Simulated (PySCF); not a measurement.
# Dipole moment and polarisability of `N#C[CH2][GeH2][Br]`

Species: C₂H₄BrGeN.
Cartesian coordinates in Å at the PBE0-D3(BJ)/def2-SVP level; atoms count from 1:
```
atom  x, y, z in Å
N1    -0.6627    2.4637    0.7835
C2    -0.6822    1.5817    0.0332
C3    -0.6708    0.4629   -0.8828
Ge4    1.1187   -0.3569   -1.0508
Br5    2.3944    1.0450   -2.3554
H6    -1.3713   -0.3129   -0.5332
H7    -0.9942    0.7853   -1.8845
H8     1.7883   -0.4879    0.3208
H9     0.9862   -1.6942   -1.7922
```

Level: CAM-B3LYP/def2-SVPD (PySCF), static field, nuclei fixed, core orbitals frozen in the response. The polarisability tensor in these axes (au):

```
x    77.86  -0.09 -10.64
y    -0.09  80.74   4.51
z   -10.64   4.51  77.25
```

Task: Give the principal values, the mean and the anisotropy Δα = √{½[(α1 − α2)² + (α2 − α3)² + (α1 − α3)²]}.

Result: Principal values 66.20, 80.21 and 89.45 au; mean 78.62 au = 11.65 Å³ = 12.96 × 10⁻⁴⁰ C²·m²/J; Δα = 20.27 au (26 % of the mean).

Task: What is the dipole moment, and where does it point?

Result: (-0.89, -4.11, -1.53) D, 4.47 D in size, pointing from the negative to the positive side. Measured along this direction, the outermost atoms are N1 at the negative end and H9 at the positive end.

Task: What would n − 1 = 2πNα be for an ideal gas of these molecules at 273.15 K and 1 atm, electronic part alone?

Result: N = p/kT = 2.6868 × 10¹⁹ cm⁻³, so n − 1 = 2π × N × 11.65 × 10⁻²⁴ cm³ = 1967 × 10⁻⁶ at long wavelengths, for an ideal gas.

Task: Form Σ f/ω² (atomic units) for the 10 lowest TDDFT singlets, given as eV and f, and set it beside the mean polarisability, which is this sum over all singlets: 6.23, 0.0160; 6.27, 0.0202; 7.38, 0.0016; 7.49, 0.0265; 7.61, 0.0066; 7.65, 0.0008; 7.73, 0.0357; 7.74, 0.0266; 7.76, 0.0223; 8.01, 0.0026.

Result: They add up to 2.23 au, 2.8 % of the 78.62 au; the largest single term is 0.44 au, from the state at 7.73 eV. Terms in order: 0.31, 0.38, 0.02, 0.35, 0.08, 0.01, 0.44, 0.33, 0.27, 0.03 au. Higher excitations give the rest. The strengths listed sum to 0.159.

Task: What are the principal values of the traceless quadrupole moment, Θ = ½Σq(3rr − r²1), about the centre of nuclear charge?

Result: -20.56, 8.32, 12.23 D·Å. The values depend on the origin, since the dipole doesn't vanish. The electronic extent ⟨r²⟩ about the same centre is 1162 bohr², a root-mean-square distance of 1.90 Å for the 90 electrons.

Geometry: PBE0-D3(BJ)/def2-SVP, one conformer, isolated molecule. The calculation is non-relativistic, for germanium and bromine too.
